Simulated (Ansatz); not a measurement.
`N[SiH2]C(F)[TeH]`, relaxed with RKS PBE0-D4/def2-TZVP in Ansatz from a PBE-D4/def2-SVP geometry. The force threshold is 0.005 eV/Å; the program also tests the step.

Total charge 0; spin multiplicity 1. Te takes the def2 core potential.

Start:

```xyz
11

N    -0.782   -0.818    1.491
Si    0.599   -0.502    0.486
C     0.456    1.064   -0.622
F     1.634    1.282   -1.318
Te   -1.287    0.878   -1.962
H    -1.696   -0.931    1.043
H    -0.875   -0.302    2.369
H     1.779   -0.309    1.400
H     0.834   -1.643   -0.465
H     0.200    1.977   -0.035
H    -0.862   -0.695   -2.387
```

By how much does the energy fall, and how many steps does the optimiser take? (Estimate.)

Ansatz gave: 6.56 kJ/mol, in 12 steps, 2 of them rejected.

Which bonds change most? (Best estimate.)

The calculation gave: C3–Te5 from 2.207 to 2.151 Å; N1–Si2 from 1.737 to 1.707 Å; Te5–H11 from 1.684 to 1.660 Å; Si2–C3 from 1.924 to 1.900 Å.

Give the relaxed structure. (Best estimate.)

The calculation gave: 
```xyz
11

N    -0.786   -0.736    1.460
Si    0.583   -0.495    0.470
C     0.432    1.052   -0.625
F     1.613    1.316   -1.297
Te   -1.227    0.845   -1.979
H    -1.708   -0.846    1.074
H    -0.804   -0.407    2.410
H     1.751   -0.324    1.373
H     0.798   -1.629   -0.465
H     0.166    1.937   -0.036
H    -0.817   -0.712   -2.385
```
